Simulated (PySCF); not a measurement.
Compound: C₇H₁₀N (doublet state).
Z-matrix (Å and degrees, GFN2-xTB geometry), rows numbered from 1:
```
C 
C   1  1.3530
C   2  1.5017  1  121.29
C   2  1.4137  1  122.09  3  -179.90
N   4  1.3465  2  122.08  1   179.86
C   5  1.2935  4  109.98  2  -179.97
C   6  1.5021  5  114.45  4    -0.01
C   4  1.5156  2  126.38  1    -0.09
H   1  1.0756  2  121.25  3    -0.14
H   1  1.0754  2  122.10  3   179.80
H   3  1.0876  2  109.92  1   121.05
H   3  1.0865  2  110.96  1    -0.03
H   3  1.0877  2  109.87  1  -121.06
H   6  1.0753  5  121.33  4   179.99
H   7  1.0927  6  110.95  5   120.41
H   7  1.0927  6  110.90  5  -120.31
H   8  1.0919  4  110.87  2   -59.84
H   8  1.0919  4  110.84  2    59.90
```

The hyperfine couplings belong to this conformer and change with its torsions.

The species is `C=C(C)C1=N[CH]CC1` [radical].

Computed with PySCF, UKS B3LYP, pcH-1 on C H N, non-relativistic, mean-field spin-orbit, GIAO. The structure is a single GFN2-xTB conformer in the gas phase; no vibrational or solvent corrections. The geometry wasn't refined by DFT: couplings that depend on bond lengths, twists or pyramidal angles can differ widely from those at the functional's own minimum. No stability test was run, so a lower SCF solution isn't excluded. ⟨S²⟩ is 0.784 where a pure state has 0.75.

The largest Mulliken spin populations are on C4 (+0.52), C6 (+0.46), C1 (+0.45) and C2 (-0.21). Three atoms exceed +0.15. The positive populations add up to 1.53 and the negative ones to -0.53, together 2S = 1. The angles at C4 add up to 360.0°, so it is planar.

(1) McConnell's relation a(H) = Q·ρ ties the coupling of a proton on a planar π carbon to the spin population of that carbon. What Q do the computed values give?

(2) How do the β-proton couplings of this frozen conformer go with θ, the angle between the C–H bond and the normal to the plane of the spin centre's three neighbours, both seen down the bond from centre to carbon?

## Answers

(1) 
```json
{"H": "H9", "C": "C1", "ρ(C)": "+0.451", "a(H) (G)": "-9.73", "a/ρ (G)": "-21.6"}
{"H": "H10", "C": "C1", "ρ(C)": "+0.451", "a(H) (G)": "-9.20", "a/ρ (G)": "-20.4"}
{"H": "H14", "C": "C6", "ρ(C)": "+0.464", "a(H) (G)": "-11.94", "a/ρ (G)": "-25.7"}
```

A least-squares line through the origin gives Q = -22.6 G with Mulliken populations. In McConnell's picture π spin on carbon polarises the C–H bond and leaves opposite spin at the proton, which makes Q negative, as found here.

(2) 
| β H | on | centre | θ (°) | cos²θ | a (G) |
| --- | --- | --- | --- | --- | --- |
| H17 | C8 | C4 | 30 | 0.75 | +17.65 |
| H18 | C8 | C4 | 30 | 0.75 | +17.73 |
| H15 | C7 | C6 | 30 | 0.74 | +17.23 |
| H16 | C7 | C6 | 30 | 0.75 | +17.27 |

Couplings in gauss use g_iso = 2.0024.

The run took 66 s (with the writing of density and orbital grids) on one thread of an Arm Neoverse V2 (shared host), and the process peaked at 0.97 GiB of memory.
